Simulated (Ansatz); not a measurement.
Species: C6H18Si2, SMILES `CC[Si]([SiH3])(CC)CC` (charge 0, multiplicity 1).

Problem. Give a relaxed geometry from Ansatz (an electronic-structure program) with PBE-D3(BJ)/def2-SVP.

Solution. One answer among several that fit: the end point of this relaxation, one of several conformers (outside a Z-matrix the atoms follow the SMILES, hydrogens last).
Bond lengths (Å): C1–C2 1.535, C1–H9 1.110, C1–H10 1.110, C1–H11 1.110, C2–Si3 1.908, C2–H12 1.113, C2–H13 1.112, Si3–Si4 2.361, Si3–C5 1.909, Si3–C7 1.908, Si4–H14 1.509, Si4–H15 1.509, Si4–H16 1.509, C5–C6 1.536, C5–H17 1.112, C5–H18 1.112, C6–H19 1.110, C6–H20 1.110, C6–H21 1.110, C7–C8 1.534, C7–H22 1.112, C7–H23 1.113, C8–H24 1.110, C8–H25 1.110, C8–H26 1.110. Angles (°): C2–C1–H9 111.7, C2–C1–H10 111.6, C2–C1–H11 112.0, H9–C1–H10 106.9, H9–C1–H11 107.1, H10–C1–H11 107.2, C1–C2–Si3 115.0, C1–C2–H12 110.4, C1–C2–H13 110.5, Si3–C2–H12 107.4, Si3–C2–H13 107.5, H12–C2–H13 105.7, C2–Si3–Si4 109.3, C2–Si3–C5 109.9, C2–Si3–C7 109.8, Si4–Si3–C5 108.7, Si4–Si3–C7 109.1, C5–Si3–C7 110.1, Si3–Si4–H14 112.0, Si3–Si4–H15 111.6, Si3–Si4–H16 111.2, H14–Si4–H15 107.2, H14–Si4–H16 107.3, H15–Si4–H16 107.2, Si3–C5–C6 114.2, Si3–C5–H17 107.8, Si3–C5–H18 108.0, C6–C5–H17 110.6, C6–C5–H18 110.4, H17–C5–H18 105.5, C5–C6–H19 111.6, C5–C6–H20 111.9, C5–C6–H21 111.8, H19–C6–H20 107.1, H19–C6–H21 107.0, H20–C6–H21 107.1, Si3–C7–C8 114.6, Si3–C7–H22 107.9, Si3–C7–H23 107.3, C8–C7–H22 110.5, C8–C7–H23 110.5, H22–C7–H23 105.6, C7–C8–H24 111.7, C7–C8–H25 112.1, C7–C8–H26 111.6, H24–C8–H25 107.1, H24–C8–H26 106.8, H25–C8–H26 107.2.
